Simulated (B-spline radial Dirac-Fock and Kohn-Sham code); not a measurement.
## Radiative decay of the L1 hole in Ru

System: the free ruthenium atom in the configuration [Kr] 4d7 5s1.

Input of the calculation (task.json; shells as n, l, electrons):

```json
{"items": [{
  "Z": 44,
  "q": 0,
  "cfg": [[1, 0, 2], [2, 0, 2], [2, 1, 6], [3, 0, 2], [3, 1, 6], [3, 2, 10], [4, 0, 2], [4, 1, 6], [4, 2, 7], [5, 0, 1]],
  "A": 102,
  "rrms": 4.4809,
  "do": ["binding", "quiet", "decay"],
  "holes": ["K", "L1", "L2", "L3", "M1", "M2", "M3", "M4", "M5", "N1", "N2", "N3"]
}]}
```

Launch: `python xray_run.py task.json out`

Calculated with a radial B-spline solver, using independent-particle rates on relativistic LDA orbitals of the hole state (multipoles up to L = 3, Coulomb Auger matrix elements, transition energies from Dirac-Fock).

```
       line  multipole  energy (eV)  rate (s⁻¹)  share (%)  tabulated share (%)
      L1-L2         E1        262.3    1.05e+11      0.124                    –
      L1-L3         E1        391.3    7.33e+11      0.868                0.740
Lβ4 (L1-M2)         E1       2744.3    2.62e+13       31.0                 31.2
Lβ3 (L1-M3)         E1       2766.8    4.45e+13       52.7                 53.0
      L1-M4         E2            –    2.61e+11      0.309                0.298
      L1-M5         E2       2951.0    3.89e+11      0.461                0.445
Lγ2 (L1-N2)         E1       3182.0    4.51e+12       5.33                 5.20
Lγ3 (L1-N3)         E1       3185.3    7.74e+12       9.16                 8.92
      L1-N4         E2       3230.5    1.34e+10     0.0158                    –
      L1-N5         E2       3230.8    2.00e+10     0.0236                    –
```

The listed lines hold 100.0 % of the radiative rate. A dash stands for an energy that rests on an unreliable hole state. The radiative width is 0.0556 eV in the length form and 0.0555 eV in the velocity form; the two differ because the transition energies are not eigenvalue differences of the potential that gave the orbitals. Tabulated shares: Scofield radiative rates as tabulated in xraylib 4.2.
